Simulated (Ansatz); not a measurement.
Species: [Nb(Cl)4(F)] (charge 0, multiplicity 1).

Problem. Give a relaxed geometry from PBE-D3(BJ)/def2-SVP (Ansatz, an electronic-structure program).

Solution. the end point of this relaxation.
Cartesian coordinates (Å) in one orientation:
```xyz
6

Nb     0.015    -0.013    -0.001
Cl    -1.380    -1.711     0.630
Cl     1.828    -1.480    -0.106
Cl     0.252     0.509    -2.216
Cl     1.072     1.248     1.589
F     -1.448     1.172     0.084
```
